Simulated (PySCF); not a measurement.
Job file and geometry (Å, from PBE0-D3(BJ)/def2-SVP) of an NMR shielding run on `C[Si](C)(C)C`, C4H12Si, GIAO wB97X-D/pcSseg-1 NMR shielding, non-relativistic, gas phase (PySCF); density fitting, a coarse starting grid and PySCF grid level 2 are the driver's defaults:

```
{"job": {"kind": "nmr", "xc": "wB97X-D", "basis": "pcSseg-1", "pop": false}, "charge": 0, "multiplicity": 1}
C     -0.179095    -1.240309    -1.408620
Si    -0.000872     0.000226    -0.001321
C     -0.054572     1.750508    -0.696961
C     -1.413246    -0.230684     1.224781
C      1.643636    -0.275078     0.876139
H     -1.133765    -1.101135    -1.940843
H     -0.151924    -2.275440    -1.032263
H      0.634467    -1.127982    -2.143047
H      0.042513     2.499851     0.104915
H     -1.005052     1.940457    -1.220931
H      0.764164     1.918485    -1.414862
H     -2.390278    -0.073420     0.740439
H     -1.408490    -1.246897     1.650468
H     -1.333099     0.483850     2.059684
H      1.706049    -1.292297     1.294734
H      2.489799    -0.144479     0.182616
H      1.775754     0.438393     1.705253
```

Question: Write the output of this run.

Answer: 
```
coarse grid: 13408 points
cycle   1  E = -449.0341466756  dE =  1.028e-01  |g| = 3.771e-01  |ddm| = 3.349e+00
cycle   2  E = -449.0547729160  dE = -2.063e-02  |g| = 2.674e-01  |ddm| = 4.725e-01
cycle   3  E = -449.0722864285  dE = -1.751e-02  |g| = 1.578e-02  |ddm| = 1.910e-01
cycle   4  E = -449.0723956161  dE = -1.092e-04  |g| = 2.443e-03  |ddm| = 3.866e-02
cycle   5  E = -449.0723971409  dE = -1.525e-06  |g| = 9.293e-04  |ddm| = 5.218e-03
final grid: 121224 points
cycle   6  E = -449.1064116768  dE = -1.856e-04  |g| = 3.549e-03  |ddm| = 3.539e-02
cycle   7  E = -449.1064150658  dE = -3.389e-06  |g| = 1.648e-03  |ddm| = 6.335e-03
cycle   8  E = -449.1064156085  dE = -5.426e-07  |g| = 4.818e-04  |ddm| = 1.515e-03
cycle   9  E = -449.1064156885  dE = -7.996e-08  |g| = 1.195e-04  |ddm| = 8.224e-04
cycle  10  E = -449.1064156925  dE = -4.059e-09  |g| = 1.628e-05  |ddm| = 1.799e-04
cycle  11  E = -449.1064156927  dE = -1.711e-10  |g| = 6.925e-06  |ddm| = 6.600e-05
converged SCF energy = -449.1064156927

GIAO shielding tensors (ppm)
atom      isotropic    diamagn.    paramagn.     s11        s22        s33       span
  0 C      184.555     255.569     -71.014    182.160    182.197    189.308      7.149
  1 Si     352.928     881.236    -528.308    352.801    352.943    353.040      0.240
  2 C      184.523     255.577     -71.054    182.124    182.141    189.305      7.182
  3 C      184.533     255.575     -71.042    182.116    182.190    189.294      7.178
  4 C      184.539     255.576     -71.037    182.125    182.191    189.300      7.175
  5 H       31.380      31.447      -0.067     27.239     28.851     38.049     10.810
  6 H       31.379      31.447      -0.068     27.237     28.842     38.057     10.820
  7 H       31.379      31.448      -0.069     27.239     28.846     38.051     10.812
  8 H       31.381      31.458      -0.077     27.243     28.850     38.050     10.807
  9 H       31.381      31.452      -0.072     27.243     28.848     38.051     10.808
 10 H       31.380      31.453      -0.073     27.243     28.845     38.052     10.809
 11 H       31.378      31.448      -0.070     27.239     28.844     38.051     10.812
 12 H       31.379      31.449      -0.070     27.240     28.841     38.055     10.816
 13 H       31.382      31.457      -0.075     27.243     28.857     38.046     10.803
 14 H       31.379      31.452      -0.073     27.240     28.842     38.056     10.816
 15 H       31.381      31.453      -0.072     27.242     28.850     38.052     10.810
 16 H       31.380      31.456      -0.076     27.243     28.851     38.048     10.805
```

Size and cost of the density-fitted run: 152 basis functions, roughly 19 core-seconds.
